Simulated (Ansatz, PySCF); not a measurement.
Bond stretch in Mg2, singlet.

RMP2 = MP2 on RHF/cc-pVTZ, frozen core run with Ansatz (a first-principles code); RKS-B3LYP/6-31G* = restricted B3LYP/6-31G*, spherical d (PySCF 2.14.0); UCCSD = CCSD on UHF/cc-pVTZ, frozen core in Ansatz; RCCSD = CCSD on RHF/cc-pVTZ, frozen core in Ansatz.

Energies are in mEh, each relative to the lowest point of its own curve near equilibrium.

| R / Å | RMP2 | RKS-B3LYP/6-31G* | UCCSD | RCCSD |
|---|---|---|---|---|
| 2.74 | 18.2 | 15.6 | 19.7 | 18.4 |
| 2.88 | 11.8 | 9.7 | 13.3 | 12.2 |
| 3.07 | 6.4 | 4.8 | 7.7 | 6.9 |
| 3.28 | 3.0 | 2.0 | 4.1 | 3.6 |
| 3.40 | 1.9 | 1.1 | 2.8 | 2.4 |
| 3.52 | 1.1 | 0.5 | 1.9 | 1.6 |
| 3.60 | 0.8 | 0.3 | 1.4 | 1.3 |
| 3.74 | 0.3 | 0.1 | 0.8 | 0.8 |
| 3.86 | 0.1 | 0.0 | 0.5 | 0.5 |
| 3.99 | 0.0 | 0.0 | 0.3 | 0.3 |
| 4.17 | 0.0 | 0.1 | 0.1 | 0.1 |
| 4.50 | 0.1 | 0.3 | 0.0 | 0.0 |
| 4.84 | 0.4 | 0.4 | 0.0 | 0.0 |
| 5.38 | 0.7 | 0.6 | 0.1 | 0.1 |
| 5.88 | 0.9 | 0.6 | 0.2 | 0.2 |
| 6.44 | 1.0 | 0.6 | 0.3 | 0.3 |
| 7.13 | 1.1 | 0.6 | 0.4 | 0.4 |
| 7.95 | 1.2 | 0.6 | 0.4 | 0.4 |
| 8.76 | 1.2 | 0.6 | 0.4 | 0.4 |
| 9.78 | 1.3 | 0.6 | 0.5 | 0.5 |
| 10.72 | 1.3 | 0.6 | 0.5 | 0.5 |

The unrestricted determinant behind UCCSD is spin-contaminated at 2.74 to 3.74 Å (<S²> up to 0.6, against 0.00 for a pure singlet). At the minimum UCCSD, RCCSD lies far from FCI: another state is possible.
